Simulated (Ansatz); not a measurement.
Start from `C[O][Ga]([CH3])[F]` and change one atom or group to get `C[O][Ga]([CH3])[Cl]`.

Ansatz, PBE0-D4/def2-TZVP geometries, multiplicity 1. Each molecule was computed in one conformer, which needn't be the lowest.

Scalar relativity is left out up to krypton.

```csv
property,`C[O][Ga]([CH3])[F]`
HOMO–LUMO gap (ωB97M-V/def2-TZVPP) / eV,11.73
HOMO–LUMO gap (PBE0/def2-TZVPP) / eV,7.67
LUMO energy (PBE/def2-TZVPP) / eV,-1.27
HOMO energy (ωB97M-V/def2-TZVPP) / eV,-10.44
size of the dipole moment (B3LYP/def2-TZVPP) / D,3.73
HOMO–LUMO gap (PBE/def2-TZVPP) / eV,5.22
```

(1) Give the same properties after the change, and the shifts. (Best estimate.)

## Answers

(1) Computed: 
```csv
property,`C[O][Ga]([CH3])[Cl]`,shift
HOMO–LUMO gap (ωB97M-V/def2-TZVPP) / eV,11.47,-0.26
HOMO–LUMO gap (PBE0/def2-TZVPP) / eV,7.39,-0.28
LUMO energy (PBE/def2-TZVPP) / eV,-1.39,-0.12
HOMO energy (ωB97M-V/def2-TZVPP) / eV,-10.38,0.06
size of the dipole moment (B3LYP/def2-TZVPP) / D,3.40,-0.33
HOMO–LUMO gap (PBE/def2-TZVPP) / eV,5.09,-0.13
```

Dipoles are sizes alone; their direction can turn.

B3LYP here is the variant with VWN-RPA as its local correlation; programs differ in this.
